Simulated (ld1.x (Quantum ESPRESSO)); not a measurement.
**Fe PAW: all-electron and pseudo phase curves**

ld1.x (Quantum ESPRESSO) 7.5 input, shortened:

```
&input
   title='Fe', zed=26., rel=2, dft='BP', iswitch=3,
   config='[Ar] 3d7 4s1 4p0', rel_dist='average'
 /
 &inputp
   pseudotype=3, lpaw=.true., tm=.true., lloc=-1, rcloc=1.05,
   nlcc=.false.,
   which_augfun='BESSEL', rmatch_augfun=0.75
 /
6
3S  1  0   2.00   0.00  1.10  1.30  0.0
4S  2  0   1.00   0.00  1.10  1.30  0.0
3P  2  1   6.00   0.00  1.20  1.35  0.0
4P  3  1   0.00   0.00  1.20  1.35  0.0
3D  3  2   7.00   0.00  0.95  1.10  0.0
3D  3  2   0.00   0.50  0.95  1.10  0.0
 &test
   configts(1)='3s2 3p6 3d7 4s1 4p0'
 /
```

Open shells are filled in proportion to 2j + 1 (rel_dist='average').

The phase is arctan(r·u′/u) with u = r·R(r), unwrapped; energies in Ry, scanned from -9 to 5 Ry. A pole is an energy at which the radial function vanishes at the test radius. The pseudo phase is shifted by a multiple of π to meet the all-electron one at the reference energy, and phase errors are pseudo minus all-electron; the curves can meet again beyond the range given. Levels narrower than the energy grid can be missing from the lists of poles.

For each channel, where are the poles, and over which energies does the pseudopotential scatter like the atom?

```
channel  radius (bohr)  reference energy (Ry)  poles, all-electron  poles, pseudo  unbroken range about the reference energy with phases within 0.05 rad  phase error 1 Ry above the reference energy (rad)
      s           1.51                  -0.33                -5.93          -5.93                                                        the whole range                                             -0.001
   p1/2           1.51                  -0.07                -3.32          -3.33                                                            -8.2 to 3.4                                             -0.002
   p3/2           1.51                  -0.07                -3.17          -3.18                                                              below 3.8                                             -0.001
   d3/2           1.51                  -0.30                 1.08           1.08                                                        the whole range                                             -0.000
   d5/2           1.51                  -0.29                 1.10           1.10                                                        the whole range                                             -0.000
```

The ghost test of this file was not conclusive.

Phases in the d3/2 channel:

```csv
E (Ry),all-electron,pseudo
-9.00,1.351,1.351
-8.52,1.344,1.344
-8.04,1.337,1.337
-7.56,1.330,1.330
-7.08,1.321,1.321
-6.60,1.312,1.312
-6.12,1.301,1.301
-5.64,1.289,1.289
-5.16,1.274,1.274
-4.68,1.258,1.257
-4.20,1.237,1.237
-3.72,1.211,1.211
-3.24,1.178,1.177
-2.76,1.132,1.132
-2.28,1.065,1.064
-1.80,0.954,0.953
-1.32,0.738,0.737
-0.84,0.224,0.221
-0.36,-0.685,-0.686
0.12,-1.223,-1.223
0.60,-1.450,-1.450
1.08,-1.571,-1.571
1.56,-1.649,-1.649
2.04,-1.708,-1.708
2.52,-1.758,-1.758
3.00,-1.805,-1.806
3.48,-1.853,-1.854
3.96,-1.905,-1.906
4.44,-1.966,-1.967
4.92,-2.042,-2.043
```
